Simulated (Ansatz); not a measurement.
Sn(vinyl)2(NHiPr)2 (C10H22N2Sn). The state is a triplet with charge 0. Geometry r2SCAN-D4/def2-SVP, that of the neutral singlet; atoms count from 1.

```xyz
35

Sn   -0.118   -0.279    0.108
C    -0.831    1.618   -0.638
C    -2.093    2.023   -0.439
H    -0.153    2.252   -1.228
H    -2.810    1.430    0.144
H    -2.474    2.973   -0.840
C    -1.760   -1.374    0.940
C    -1.617   -1.965    2.134
H    -2.712   -1.464    0.398
H    -0.674   -1.895    2.691
H    -2.427   -2.544    2.598
N     1.301   -0.221    1.597
C     1.551    0.956    2.422
C     0.251    1.423    3.071
C     2.236    2.104    1.671
H     2.173   -0.641    1.274
H     2.233    0.639    3.239
H    -0.467    1.763    2.303
H     0.428    2.269    3.753
H    -0.218    0.604    3.638
H     1.572    2.491    0.877
H     2.488    2.943    2.342
H     3.169    1.760    1.195
N     0.919   -1.401   -1.276
C     0.382   -1.700   -2.601
C     0.533   -0.547   -3.598
C    -1.076   -2.133   -2.488
H     1.884   -1.075   -1.350
H     0.951   -2.566   -3.001
H    -0.059    0.325   -3.269
H     0.192   -0.831   -4.608
H     1.587   -0.230   -3.677
H    -1.710   -1.285   -2.167
H    -1.465   -2.478   -3.459
H    -1.189   -2.946   -1.754
```

In the def2 sets Sn takes a core potential; there is no spin–orbit coupling. At PBE0-D4/def2-SVP a singlet of charge 0 lies 4.09 eV below the triplet at the same geometry.

Estimate the Mulliken populations of the heavy atoms from the PBE0/def2-SVP orbitals of Ansatz.


| atom | charge (e) | spin (α − β) |
| --- | --- | --- |
| Sn1 | 0.83 | -0.05 |
| C2 | -0.32 | 1.01 |
| C3 | -0.09 | 1.08 |
| C7 | -0.29 | -0.01 |
| C8 | -0.07 | 0.00 |
| N12 | -0.47 | 0.05 |
| C13 | -0.04 | 0.00 |
| C14 | -0.06 | 0.01 |
| C15 | -0.04 | 0.01 |
| N24 | -0.46 | 0.05 |
| C25 | -0.05 | 0.00 |
| C26 | -0.04 | 0.01 |
| C27 | -0.07 | 0.00 |
Mulliken values depend strongly on the basis.

Where does the spin sit?

Summed by element: Sn -0.05, C 2.10, H -0.15, N 0.10, of 2 unpaired in all. Largest on single atoms: C3 1.08, C2 1.01, H6 -0.06.

And the Mayer bond orders between heavy atoms (over 0.3)?

Sn1–C2 0.90 (2.16 Å); Sn1–C7 0.90 (2.14 Å); Sn1–N12 0.93 (2.06 Å); Sn1–N24 0.96 (2.06 Å); C2–C3 0.97 (1.34 Å); C7–C8 2.01 (1.34 Å); N12–C13 1.02 (1.46 Å); C13–C14 1.07 (1.53 Å); C13–C15 1.04 (1.53 Å); N24–C25 1.03 (1.46 Å); C25–C26 1.05 (1.53 Å); C25–C27 1.07 (1.52 Å).
